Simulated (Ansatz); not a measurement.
Program: Ansatz. Geometries: PBE0-D4/def2-TZVP. ΔE: electronic, gas phase. CCSD(T)/CBS is the MP2 limit (def2-TZVPP, def2-QZVPP) plus CCSD(T) − MP2 in def2-TZVPP, frozen cores. This one scheme is used for every species. Functionals use def2-TZVPP. B3LYP here is the variant with VWN-RPA as its local correlation; programs differ in this. One conformer a species, not always the lowest.

Consider the substitution at a C–C bond: `CCC[SiH2]O` + H₂S → `O[SiH2]CS` + `CC`.

| level | ΔE (kJ/mol) | difference from CCSD(T)/CBS |
| --- | --- | --- |
| PBE-D4 | -5.3 | -5.3 |
| r2SCAN-D4 | -3.8 | -3.8 |
| PBE0-D4 | -2.8 | -2.8 |
| PBE | -7.6 | -7.6 |
| r2SCAN | -4.9 | -4.9 |
| PBE0 | -5.0 | -5.0 |
| B3LYP | -5.9 | -5.9 |
| HF/def2-TZVPP | -1.3 | -1.3 |
| MP2/def2-TZVPP | 0.3 | 0.3 |
| SCS-MP2/def2-TZVPP | 0.1 | 0.1 |
| CCSD/def2-TZVPP | 3.6 | 3.6 |
| CCSD(T)/def2-TZVPP | 2.5 | 2.5 |
| HF/def2-QZVPP | -1.3 | -1.3 |
| MP2/def2-QZVPP | -1.1 | -1.1 |
| SCS-MP2/def2-QZVPP | -1.3 | -1.3 |
| MP2/CBS(def2) | -2.2 | -2.2 |
| CCSD(T)/CBS | 0.0 | 0 |

Largest T1 diagnostic among the species: 0.011.
